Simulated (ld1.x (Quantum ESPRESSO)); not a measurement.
# What one change does to a pseudopotential (Rb (Z = 37), TM)

| Property | Result |
| --- | --- |
| Element | Rb (Z = 37) |
| Generator | ld1.x (Quantum ESPRESSO) 7.5 |
| Type | norm-conserving Troullier–Martins (Kleinman–Bylander form) |
| Functional | PBE |
| Relativity | scalar-relativistic |
| Frozen core | [Ar] 3d10 4s2 |
| Valence charge | 7 |
| Reference configuration | 4p6 4d1 5s0 5p0 |
| Partial waves | 5s (bound, empty): rc 3.25 bohr; 4p (bound): rc 2.25 bohr; 4d (bound): rc 4.20 bohr |
| Local potential | all-electron potential smoothed inside 2.20 bohr (lloc = -2) |
| Core correction | a·sin(br)/r model core inside 1.70 bohr |

Change: all radii but the core radius scaled by about 1.22 (s 3.96, p 2.74, d 5.10 bohr); local potential all-electron potential smoothed inside 2.68 bohr (lloc = -2).

Cutoffs: the cutoffs (Ry, on a coarse ladder) from which the occupation-weighted sum of valence levels, in a spherical-Bessel basis at the reference potential, stays within 10 and 1 mRy of its value at 400 Ry; they do not see the model core or the augmentation charge, which bear on the density cutoff. Errors are all-electron minus pseudo energies relative to the spin-unpolarised reference configuration.

Problem. What does the change do?

Solution. The potential gets softer (15 Ry and 30 Ry → 15 Ry and 18 Ry); the bound ghost in s disappears; the number of tests that count goes from 5 to 6; of the 5 tests that both files solve, the error grows in 4 and shrinks in 0 by more than 15 % and 0.3 meV (median size 1.8 → 2.3 meV). A larger radius leaves more room for a smooth pseudo-wave, so fewer plane waves are needed. More of the atom is replaced by a form fitted at one configuration, so other configurations suffer.

| quantity | base | changed |
| --- | --- | --- |
| cutoff, loose | 15 Ry | 15 Ry |
| cutoff, tight | 30 Ry | 18 Ry |
| bound ghosts | s | none |
| tests counted (converged, no solver errors) | 5 of 6 | 6 of 6 |
| error for 4p6 4d0 5s1 5p0, meV [ΔE -2.24 eV] | -2.2 | -2.3 |
| error for 4p6 4d0 5s0 5p0, meV [ΔE 1.91 eV] | +1.8 | +7.3 |
| error for 4p6 4d0 5s0.5 5p0, meV [ΔE -0.66 eV] | +0.2 | +0.8 |
| error for 4p6 4d0.5 5s0.5 5p0, meV [ΔE -1.12 eV] | -0.2 | -0.7 |
| error for 4p6 4d0 5s0 5p1, meV [ΔE -0.72 eV] | +2.3 | -6.0 |

Base: Tests not counted: 4p5 4d0 5s1 5p0 (solver errors, printed error -2.6 eV). A true bound ghost makes a file unfit for plane-wave use even where its test errors are small: the radial tests pick states by their node count and pass the ghost by. Where a test does run into it, the solver fails or the error is huge.
